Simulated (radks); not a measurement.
The numbers below are computed, except where a source is named.
Task: These are the eigenvalues of the occupied orbitals of an atom or ion with whole-number occupations (Ry). Level of theory: scalar-relativistic Kohn-Sham, PBEsol, spin-polarised, spherical densities, finite nucleus; Fermi nuclear charge, rms radius of each element as measured or else 0.836 A^(1/3) + 0.57 fm (a radial shooting solver on a logarithmic mesh with Libxc functionals).

orbital  eigenvalue
1s up     -6112.307
1s down   -6112.296
2s up     -1086.709
2s down   -1086.696
2p up     -938.1264
2p down   -938.1112
3s up     -260.9101
3s down   -260.8998
3p up     -217.9576
3p down   -217.9461
3d up     -172.6464
3d down   -172.6331
4s up     -60.44476
4s down   -60.42487
4p up     -46.35297
4p down   -46.33261
4d up     -29.60571
4d down   -29.58174
5s up     -12.59926
5s down   -12.48399
4f up     -11.03172
4f down   -10.99951
5p up      -8.74577
5p down    -8.62454
5d up      -4.34481
5d down    -4.23806

Which element is it, and in what charge state? The configuration may be excited. Open shells, if any, are filled with parallel spins first.

Result: Z = 80, mercury, charge +4: Hg4+ in [Kr] 4d10 4f14 5s2 5p5 5d9. The list shows which subshells hold electrons but not how many an open one holds; the 1s level, -3056.2 hartree, gives Z - s = 78.2 by -(Z - s)^2/2, which with screening and relativity narrows Z to a few neighbours, and the depths of the outer levels then fix element, charge and occupations together.
